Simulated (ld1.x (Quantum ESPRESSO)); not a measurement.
# Which setting gave this result? (nickel (Ni), ultrasoft)

Base potential:

```
Element                 : nickel
Generator               : ld1.x (Quantum ESPRESSO) 7.5
Type                    : ultrasoft
Functional              : LDA (PZ)
Relativity              : fully relativistic
Frozen core             : [Ne] 3s2
Valence charge          : 16
Reference configuration : 3p6 3d8 4s2 4p0
Partial waves           : 4s (bound): rcut 1.65, rcutus 2.15 bohr; 4s channel at -0.1 Ry: rcut 1.65, rcutus 2.15 bohr; 3p (bound): rcut 1.10, rcutus 1.40 bohr; 4p (bound, empty): rcut 1.10, rcutus 1.40 bohr; 3d (bound): rcut 1.35, rcutus 1.65 bohr; 3d channel at 3 Ry: rcut 1.35, rcutus 1.65 bohr
Local potential         : all-electron potential smoothed inside 1.40 bohr (lloc = -1)
Core correction         : Bessel-smoothed model core inside 0.75 bohr
Augmentation charge     : PSQ, inside the norm-conserving radii
```

Open shells are filled in proportion to 2j + 1 (rel_dist='average').

Cutoffs, loose and tight: the cutoffs (Ry, on a coarse ladder) from which the occupation-weighted sum of valence levels, in a spherical-Bessel basis at the reference potential, stays within 10 and 1 mRy of its value at 400 Ry. They do not see the model core or the augmentation charge, which bear on the density cutoff. Test errors are all-electron minus pseudo excitation energies from the reference, over the configurations 3p6 3d8 4s1 4p0; 3p6 3d8 4s0 4p0; 3p6 3d7 4s0 4p0; 3p6 3d8 4s0 4p2; 3p6 3d9 4s1 4p0; 3p6 3d7 4s2 4p0; 3p6 3d8 4s0 4p1; variants that change the core or the reference have their own tests.

Only the scale of all radii but the core radius (base = 1) is moved (3 further runs of the sweep failed or gave no value and are left out):

| scale of all radii but the core radius (base = 1) | cutoff, loose | cutoff, tight | bound ghosts | largest test error (meV) |
| --- | --- | --- | --- | --- |
| 1.01 | 50 Ry | 80 Ry | none | -15 over the solved tests; test run stopped at test 4 of 7 (negative rho) |
| 1.06 | 45 Ry | 70 Ry | none | test run stopped at test 1 of 7 (negative rho) |
| 1.13 | 40 Ry | 60 Ry | none | test run stopped at test 1 of 7 (negative rho) |
| 1.32 | 25 Ry | 40 Ry | none | +117 over the solved tests; 2 of 7 tests not solved or not reliable |
| 1.4 | 21 Ry | 35 Ry | none | -63 over the solved tests; 3 of 7 tests not solved or not reliable |

Task: One more run gave cutoff, loose: 30 Ry; cutoff, tight: 50 Ry; bound ghosts: none; largest test error (meV): -85. Which value of the scale of all radii but the core radius (base = 1) was used?

Result: 1.24. The loose cutoff moves one way along this sweep, from 50 Ry at 1.01 to 21 Ry at 1.4, which places the run between 1.13 and 1.32.
